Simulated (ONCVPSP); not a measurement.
# Reading a pseudo-wave (vanadium (V))

Columns: radius, all-electron u(r) and pseudo u(r) of the 3d shell (level -5.53 eV) of vanadium in the configuration [Ne] 3s2 3p6 3d3 4s1.75 4p0.25; PBEsol, scalar-relativistic, ONCV scheme, ONCVPSP 4.0.1.

```json
{"r (bohr)": "0.103", "all-electron": "0.0426", "pseudo": "0.0043"}
{"r (bohr)": "0.205", "all-electron": "0.1819", "pseudo": "0.0321"}
{"r (bohr)": "0.308", "all-electron": "0.3575", "pseudo": "0.1004"}
{"r (bohr)": "0.410", "all-electron": "0.5169", "pseudo": "0.2123"}
{"r (bohr)": "0.513", "all-electron": "0.6434", "pseudo": "0.3610"}
{"r (bohr)": "0.615", "all-electron": "0.7315", "pseudo": "0.5246"}
{"r (bohr)": "0.718", "all-electron": "0.7854", "pseudo": "0.6822"}
{"r (bohr)": "0.820", "all-electron": "0.8105", "pseudo": "0.8088"}
{"r (bohr)": "0.923", "all-electron": "0.8143", "pseudo": "0.8922"}
{"r (bohr)": "1.025", "all-electron": "0.8027", "pseudo": "0.9257"}
{"r (bohr)": "1.128", "all-electron": "0.7805", "pseudo": "0.9152"}
{"r (bohr)": "1.230", "all-electron": "0.7519", "pseudo": "0.8726"}
{"r (bohr)": "1.332", "all-electron": "0.7191", "pseudo": "0.8118"}
{"r (bohr)": "1.435", "all-electron": "0.6839", "pseudo": "0.7451"}
{"r (bohr)": "1.538", "all-electron": "0.6478", "pseudo": "0.6821"}
{"r (bohr)": "1.640", "all-electron": "0.6123", "pseudo": "0.6281"}
{"r (bohr)": "1.743", "all-electron": "0.5772", "pseudo": "0.5826"}
{"r (bohr)": "1.845", "all-electron": "0.5436", "pseudo": "0.5447"}
{"r (bohr)": "1.948", "all-electron": "0.5112", "pseudo": "0.5113"}
{"r (bohr)": "2.050", "all-electron": "0.4808", "pseudo": "0.4808"}
{"r (bohr)": "2.153", "all-electron": "0.4517", "pseudo": "0.4517"}
{"r (bohr)": "2.255", "all-electron": "0.4245", "pseudo": "0.4245"}
{"r (bohr)": "2.358", "all-electron": "0.3987", "pseudo": "0.3987"}
{"r (bohr)": "2.460", "all-electron": "0.3747", "pseudo": "0.3747"}
{"r (bohr)": "2.562", "all-electron": "0.3521", "pseudo": "0.3521"}
{"r (bohr)": "2.665", "all-electron": "0.3306", "pseudo": "0.3306"}
```

Problem. How many radial nodes do the two functions have?

Solution. The all-electron 3d function has n − l − 1 = 0; the pseudo-wave has 0.

Problem. At about which radius was the pseudo-wave matched?

Solution. 2.05 bohr, where the columns begin to agree (steps of 0.10 bohr).

Problem. Is the pseudo-wave norm-conserving?

Solution. Yes: the ONCV scheme keeps the norm inside the radius equal to the all-electron one, which fixes the energy derivative of the logarithmic derivative at the level.
